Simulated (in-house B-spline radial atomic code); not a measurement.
Br⁶⁺. Computed with a B-spline radial atomic code. Model: all-electron spherical atom, spin shells full or empty, radial basis limit, no spin-orbit coupling: exact exchange with a local potential (Slater, KLI or optimised effective potential, whose far tail is KLI's), no correlation.

Empty minority-spin level lies below the highest occupied level: each spin potential is zero at infinity, spin occupations fixed.

Exchange potential has not reached -1/r at the last radius.

The run also made RPA and GW results, which its time includes.

The Slater potential averages the orbital exchange potentials with the orbital densities as weights, KLI adds orbital constants, and the optimised effective potential minimises the exact-exchange energy among local potentials. So their energies lie above Hartree-Fock in the order OEP, KLI, Slater. All fall off as −1/r, unlike LDA and GGA exchange.

Command:
```bash
python run_gw.py task.json out
```
Settings (lengths in bohr, energies in hartree):
```
Z                      35
electrons              29
configuration          [Ar] 3d10 4s1
hamiltonian            nr
method                 slater
lmax                   9
spin_polarised         True
box_radius             9.29
intervals              70
ion_configuration      [Ar] 3d10
```

Time taken, with all properties: 11 s on 1 thread of Arm Neoverse N1, on a shared host.

Given: hamiltonian non-relativistic; mean-field start Slater potential.

Computed: energy above Hartree-Fock 219.25 millihartree; virial ratio -E/T less 1 -0.012768.

| radius (bohr) | r times exchange potential up (hartree bohr) | r times exchange potential down (hartree bohr) |
| --- | --- | --- |
| 0.00143 | -0.051593 | -0.051535 |
| 0.00176 | -0.063445 | -0.063373 |
| 0.00216 | -0.077773 | -0.077685 |
| 0.00266 | -0.095604 | -0.095496 |
| 0.00328 | -0.11757 | -0.11744 |
| 0.00403 | -0.1439 | -0.14374 |
| 0.00497 | -0.17645 | -0.17626 |
| 0.00611 | -0.21516 | -0.21492 |
| 0.00752 | -0.26174 | -0.26145 |
| 0.00926 | -0.31697 | -0.31664 |
| 0.0114 | -0.38126 | -0.38086 |
| 0.014 | -0.45359 | -0.45314 |
| 0.0173 | -0.53607 | -0.53558 |
| 0.0212 | -0.62031 | -0.61978 |
| 0.0261 | -0.70687 | -0.70634 |
| 0.0322 | -0.78739 | -0.78691 |
| 0.0396 | -0.84991 | -0.84953 |
| 0.0487 | ? | ? |
| 0.06 | -0.89241 | -0.8924 |
| 0.0738 | -0.90852 | -0.90819 |
| 0.0909 | -0.9853 | -0.98397 |
| 0.112 | ? | ? |
| 0.138 | -1.2697 | -1.2669 |
| 0.169 | -1.3751 | -1.3727 |
| 0.209 | -1.399 | -1.3978 |
| 0.257 | -1.3323 | -1.3315 |
| 0.316 | -1.327 | -1.3204 |
| 0.389 | -1.4935 | -1.4809 |
| 0.478 | -1.6973 | -1.6851 |
| 0.589 | -1.8149 | -1.8077 |
| 0.725 | -1.792 | -1.7967 |
| 0.892 | -1.6218 | -1.6754 |
| 1.1 | -1.3304 | -1.5016 |
| 1.35 | -1.1027 | -1.3365 |
| 1.66 | -1.0249 | -1.2044 |
| 2.05 | -1.009 | -1.1128 |
| 2.52 | -1.0041 | -1.0591 |

Q: What belongs in the row 0.0487?

A: r times exchange potential up (hartree bohr): -0.88487; r times exchange potential down (hartree bohr): -0.88469.

Q: What belongs in the row 0.112?

A: r times exchange potential up (hartree bohr): -1.1216; r times exchange potential down (hartree bohr): -1.1192.

```tsv
occupied	level (hartree)	Hartree-Fock level (hartree)
1s up	-490.29	-493.46
1s down	-490.28	-493.45
2s up	-67.145	-68.535
2s down	-67.132	-68.517
2p up	?	?
2p down	?	?
3s up	-12.65	-13.151
3s down	-12.646	-13.109
3p up	-10.522	-10.743
3p down	-10.52	-10.726
3d up	-6.6683	-6.4914
3d down	-6.6716	-6.4807
4s up	-3.9029	-3.6895
```

Q: What belongs in the row 2p up?

A: level (hartree): -61.257; Hartree-Fock level (hartree): -61.892.

Q: What belongs in the row 2p down?

A: level (hartree): -61.244; Hartree-Fock level (hartree): -61.885.

```json
{"empty": "4s down", "level (hartree)": "-4.0137"}
{"empty": "4p down", "level (hartree)": "-3.4138"}
{"empty": "4p up", "level (hartree)": "-3.3097"}
{"empty": "4d down", "level (hartree)": "?"}
{"empty": "4d up", "level (hartree)": "?"}
{"empty": "5s down", "level (hartree)": "-1.9826"}
{"empty": "5s up", "level (hartree)": "-1.9544"}
{"empty": "5p down", "level (hartree)": "-1.7581"}
{"empty": "5p up", "level (hartree)": "-1.7323"}
```

Q: What belongs in the row 4d down?

A: level (hartree): -2.4581.

Q: What belongs in the row 4d up?

A: level (hartree): -2.3769.

The highest level, 4s up, differs from Hartree-Fock by -5.8 eV and the deepest, 1s up, by +86.2 eV: the Slater potential lacks the response part and is deeper than the optimised one throughout, so the top level comes too deep.
